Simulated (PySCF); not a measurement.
C₂H₅Zn (SMILES C[CH2][Zn+]), charge +1, singlet, at a GFN2-xTB geometry (such geometries of metal compounds can be far from the true shape); PySCF with PBE0/6-31G*.

The PySCF input:
```python
from pyscf import gto, scf, dft

mol = gto.M(
    atom='''
Zn    0.46399101    0.64147567    0.48256931
C    -0.09640444   -1.12394308   -0.51881144
C    -1.44585596   -1.04015037   -1.09867530
H     0.01070717   -1.83332883    0.30507646
H     0.71761962   -1.17827223   -1.24538248
H    -1.54427326   -0.29388523   -1.88801876
H    -2.24132020   -0.93980002   -0.35919767
H    -1.60890132   -2.01442317   -1.58463633
''',
    basis='6-31g*',
    charge=1,
    verbose=4,
)

mf = dft.RKS(mol)
mf.xc = 'pbe0'
mf.kernel()
```

Question: Predict the main parts of the log of this PySCF run.

Answer: 
```
PySCF version 2.14.0

[INPUT] verbose = 4
[INPUT] num. atoms = 8
[INPUT] num. electrons = 46
[INPUT] charge = 1
[INPUT] spin (= nelec alpha-beta = 2S) = 0
[INPUT] symmetry False subgroup None
[INPUT] Mole.unit = angstrom
[INPUT] Symbol           X                Y                Z      unit          X                Y                Z       unit  Magmom
[INPUT]  1 Zn     0.463991010000   0.641475670000   0.482569310000 AA    0.876815933160   1.212213331872   0.911923832020 Bohr   0.0
[INPUT]  2 C     -0.096404440000  -1.123943080000  -0.518811440000 AA   -0.182177988792  -2.123944600800  -0.980411531891 Bohr   0.0
[INPUT]  3 C     -1.445855960000  -1.040150370000  -1.098675300000 AA   -2.732271779970  -1.965599327665  -2.076195416824 Bohr   0.0
[INPUT]  4 H      0.010707170000  -1.833328830000   0.305076460000 AA    0.020233618869  -3.464489384969   0.576510956452 Bohr   0.0
[INPUT]  5 H      0.717619620000  -1.178272230000  -1.245382480000 AA    1.356104543414  -2.226611814881  -2.353431807532 Bohr   0.0
[INPUT]  6 H     -1.544273260000  -0.293885230000  -1.888018760000 AA   -2.918253522889  -0.555362596755  -3.567838374441 Bohr   0.0
[INPUT]  7 H     -2.241320200000  -0.939800020000  -0.359197670000 AA   -4.235481335455  -1.775964649661  -0.678785220882 Bohr   0.0
[INPUT]  8 H     -1.608901320000  -2.014423170000  -1.584636330000 AA   -3.040382856251  -3.806708090278  -2.994528670736 Bohr   0.0

nuclear repulsion = 140.675975345648
number of shells = 34
number of NR pGTOs = 171
number of NR cGTOs = 72
basis = 6-31g*
ecp = {}

******** <class 'pyscf.dft.rks.RKS'> ********
method = RKS
initial guess = minao
damping factor = 0
level_shift factor = 0
DIIS = <class 'pyscf.scf.diis.CDIIS'>
diis_start_cycle = 1
diis_space = 8
diis_damp = 0
SCF conv_tol = 1e-09
SCF conv_tol_grad = None
SCF max_cycles = 50
direct_scf = True
direct_scf_tol = 1e-13
XC library pyscf.dft.libxc version 7.1.2
    S. Lehtola, C. Steigemann, M. J. T. Oliveira, and M. A. L. Marques,  SoftwareX 7, 1–5 (2018)
XC functionals = pbe0
    C. Adamo and V. Barone,  J. Chem. Phys. 110, 6158 (1999)
    M. Ernzerhof and G. E. Scuseria,  J. Chem. Phys. 110, 5029 (1999)
radial grids:
    Treutler-Ahlrichs [JCP 102, 346 (1995); DOI:10.1063/1.469408] (M4) radial grids

becke partition: Becke, JCP 88, 2547 (1988); DOI:10.1063/1.454033
pruning grids: <function nwchem_prune>
grids dens level: 3
symmetrized grids: False
atomic radii adjust function: <function treutler_atomic_radii_adjust>
small_rho_cutoff = 0
Set gradient conv threshold to 3.16228e-05
Initial guess from minao.
tot grids = 97920
init E= -1857.53649091358
  HOMO = -0.295622464629316  LUMO = -0.149640263903563  gap/eV = 3.97238
cycle= 1 E= -1857.59270330973  delta_E= -0.0562  |g|= 0.333  |ddm|= 2.29
  HOMO = -0.46671907682786  LUMO = -0.317457399018793  gap/eV = 4.06162
cycle= 2 E= -1857.53075212872  delta_E= 0.062  |g|= 0.558  |ddm|= 1.11
  HOMO = -0.488548462414656  LUMO = -0.326104151496177  gap/eV = 4.42033
cycle= 3 E= -1857.63055761327  delta_E= -0.0998  |g|= 0.0643  |ddm|= 0.658
  HOMO = -0.482024948037392  LUMO = -0.315745471216925  gap/eV = 4.52470
cycle= 4 E= -1857.63142252449  delta_E= -0.000865  |g|= 0.0282  |ddm|= 0.0734
  HOMO = -0.481405806376227  LUMO = -0.314503311254399  gap/eV = 4.54165
cycle= 5 E= -1857.63161355139  delta_E= -0.000191  |g|= 0.00547  |ddm|= 0.0245
  HOMO = -0.481474230667956  LUMO = -0.314644700616297  gap/eV = 4.53966
cycle= 6 E= -1857.6316249467  delta_E= -1.14e-05  |g|= 0.00104  |ddm|= 0.00799
  HOMO = -0.481579048792895  LUMO = -0.314735164152183  gap/eV = 4.54005
cycle= 7 E= -1857.63162506474  delta_E= -1.18e-07  |g|= 0.000412  |ddm|= 0.000814
  HOMO = -0.481560535869288  LUMO = -0.314716546040109  gap/eV = 4.54006
cycle= 8 E= -1857.63162508848  delta_E= -2.37e-08  |g|= 8.54e-05  |ddm|= 0.00033
  HOMO = -0.48156852847888  LUMO = -0.31472329826997  gap/eV = 4.54009
cycle= 9 E= -1857.63162509017  delta_E= -1.69e-09  |g|= 1.12e-05  |ddm|= 7.87e-05
  HOMO = -0.481568083130921  LUMO = -0.314722293932381  gap/eV = 4.54011
cycle= 10 E= -1857.63162509021  delta_E= -3.98e-11  |g|= 1.54e-06  |ddm|= 1.71e-05
  HOMO = -0.481568217582645  LUMO = -0.314722623824764  gap/eV = 4.54010
Extra cycle  E= -1857.63162509022  delta_E= -1.09e-11  |g|= 1.17e-06  |ddm|= 2.83e-06
converged SCF energy = -1857.63162509022
```
